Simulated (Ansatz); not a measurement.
`B[SiH](F)Cl` + `O[SiH3]` → `B[SiH](Cl)O[SiH3]` + H–F at 500 K and 1 bar (ligand exchange at the Si–F bond).

Isolated molecules relaxed with PBE0-D4/def2-TZVP in Ansatz; ΔE leaves out vibrations. CCSD(T)/CBS adds triple-zeta CCSD(T) − MP2 to the extrapolated MP2 energy (def2 sets, frozen cores). This one scheme is used for every species. One conformer a species, not always the lowest.

| species | CCSD(T)/CBS energy (Eh) | H − E (kJ/mol) | S (J/(mol·K)) |
| --- | --- | --- | --- |
| `B[SiH](F)Cl` | -875.32432 | 126.2 | 374.3 |
| `O[SiH3]` | -366.69042 | 127.5 | 292.9 |
| `B[SiH](Cl)O[SiH3]` | -1141.61292 | 215.7 | 481.3 |
| H–F | -100.39570 | 39.4 | 188.7 |

H − E and S are ideal-gas, rigid-rotor, harmonic terms from PBE0-D4/def2-TZVP, for one conformer and one mirror image of each species. 1 Eh = 2625.50 kJ/mol, R = 8.31446 J/(mol·K).

Question: By hand: ΔE, ΔH, ΔS and ΔG.

Answer: ΔE = (-1141.61292) + (-100.39570) − (-875.32432) − (-366.69042) = 0.00612 Eh = 16.1 kJ/mol. Δ(H − E) = 215.7 + 39.4 − 126.2 − 127.5 = 1.4, so ΔH = 17.5 kJ/mol. ΔS = 481.3 + 188.7 − 374.3 − 292.9 = 2.8 J/(mol·K). ΔG = 17.5 − 500 × (2.8)/1000 = 16.1 kJ/mol.

Question: By hand: the equilibrium constant, and the temperature at which ΔG would vanish if ΔH and ΔS stayed fixed.

Answer: log₁₀ K = −ΔG/(RT ln 10) = -1.7. ΔG = 0 at ΔH/ΔS = 6250 K, far beyond where these terms or the molecules hold.

The number of gas molecules stays the same, so ΔS is small and ΔH decides. A doubt of 5 kJ/mol in ΔE shifts log₁₀ K by 0.5 here. Other conformers and mirror images would add mixing entropy, several J/(mol·K) or more a flexible species. Modes under 60 cm⁻¹, often nearly free rotors, make the harmonic entropy too high. These are equilibria of isolated gas molecules and say nothing of rates. Largest T1 diagnostic: 0.011 (customary marks: 0.02 for closed shells, 0.045 for open ones).
